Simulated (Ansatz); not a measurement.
Input file for `[CH3][In]([CH3])[SeH]`:

```yaml
crystal:
  periodic: [false, false, false]
  atoms:
    - {symbol: C, position_ang: [0.999973, 1.759064, -0.793460]}
    - {symbol: In, position_ang: [0.161422, -0.130735, -0.212668]}
    - {symbol: C, position_ang: [-1.281098, -0.616609, 1.303128]}
    - {symbol: Se, position_ang: [1.048116, -2.095272, -1.537446]}
    - {symbol: H, position_ang: [1.696013, 1.629654, -1.621413]}
    - {symbol: H, position_ang: [1.528201, 2.206329, 0.050604]}
    - {symbol: H, position_ang: [0.205021, 2.442396, -1.097433]}
    - {symbol: H, position_ang: [-1.840855, 0.265054, 1.615903]}
    - {symbol: H, position_ang: [-1.972634, -1.370572, 0.925590]}
    - {symbol: H, position_ang: [-0.762461, -1.029994, 2.170539]}
    - {symbol: H, position_ang: [0.218302, -3.059324, -0.803335]}
basis:
  gaussian: {orbitals: def2-SVP}
correlation: {method: ccsd_t}
```

```sh
$ ansatz run in.yaml --threads 4 --pin off --events-out ev --progress --plain --max-ram 10444MiB
```

Log, shortened:

```
Functional definition: HF
1305 factors; integrals over basis functions are off by at most 1.1e-3 eV
mean field evaluation 1: about -72611.6147 eV, gradient 3.1e1 eV
mean field evaluation 2: about -72611.6782 eV, gradient 3.1e1 eV
mean field evaluation 4: about -72614.4919 eV, gradient 2.6e0 eV
mean field evaluation 8: about -72614.5274 eV, gradient 1.2e-1 eV
mean field evaluation 16: about -72614.4565 eV, gradient 4.1e-1 eV
mean field -72614.52747827 eV, -2668.5346649319 hartree, gradient 5.8e-6 eV, S^2 0.000000; 0 other end points of the search recorded, 0 dependent functions left out
15 core orbitals not correlated: weight in the atoms' cores, before any rotation towards them, 1.000 or more for the frozen orbitals, at most 0.000 for the correlated occupied ones
reference -72614.52747827 eV, -2668.5346649319 hartree; 22, 22 occupied and 84, 84 virtual orbitals, 1305 factors
second order -16.92114026 eV of doubles, -0.00000000 eV of singles
cycle   1  -17.59817938 eV  change   -6.8e-1 eV  update   9.0e-2
cycle   2  -18.08061916 eV  change   -4.8e-1 eV  update   2.7e-2
cycle   3  -18.14190047 eV  change   -6.1e-2 eV  update   1.2e-2
cycle   4  -18.13940078 eV  change    2.5e-3 eV  update   3.4e-3
cycle   5  -18.13958904 eV  change   -1.9e-4 eV  update   1.5e-3
cycle   6  -18.13884567 eV  change    7.4e-4 eV  update   5.0e-4
cycle   7  -18.13880458 eV  change    4.1e-5 eV  update   1.6e-4
cycle   8  -18.13885408 eV  change   -4.9e-5 eV  update   5.8e-5
cycle   9  -18.13883322 eV  change    2.1e-5 eV  update   1.7e-5
perturbative correction -0.53061845 eV, -0.0194998684 hartree
Total energy: -72633.19692994 eV, -2669.2207546262 hartree
```

Hardware: 4 threads of an Arm Neoverse V2 on a shared host. Wall time 13 s, peak host memory 0.76 GiB.

Correlation energy per correlated electron: -0.424 eV. T1 diagnostic: 0.0091.
